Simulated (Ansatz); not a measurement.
Na₃Cl₂, relaxed as a doublet with UKS PBE0-D4/def2-SVP in Ansatz, starting from the GFN1-xTB geometry. Force threshold 0.02 eV/Å.

The relaxation made no stability test and no search for a lower SCF solution. The structure comes from a short search, and lower isomers may exist.

Start:

Cartesian coordinates in Å:
```
Na 1.007 1.925 -0.986
Na -1.106 -0.312 -1.181
Na 0.958 -0.670 1.111
Cl -0.379 -2.415 -0.019
Cl -0.480 1.472 1.074
```

**Question.** Estimate the energy that the relaxation releases and the steps that it takes.

**Answer.** 7.5 kcal/mol, in 14 steps; 18 s on 4 threads of Arm Neoverse V2 on a shared host. The force fell under the threshold at step 11, but the optimiser went on. No frequencies were taken in this run, so the end may be a saddle point.

**Question.** Does the start keep its bonding?

**Answer.** By distances, no bond broke or formed, bridged metal pairs apart. The bond that changes most is Na2–Cl5, from 2.94 to 2.72 Å (atoms count from 1). Metal–metal contacts that move far: Na1–Na3 3.34 to 5.02 Å.

**Question.** Predict the relaxed structure.

**Answer.** 
Cartesian coordinates in Å:
```
Na 0.4731 2.8364 -1.3005
Na -0.7275 -0.3451 -1.2254
Na 0.4584 -1.1307 1.7768
Cl -0.6008 -2.5461 0.0337
Cl 0.3969 1.1855 0.7153
```
Bond lengths (bridged metal pairs left out): 5 × Cl–Na 2.48 to 2.72 Å.
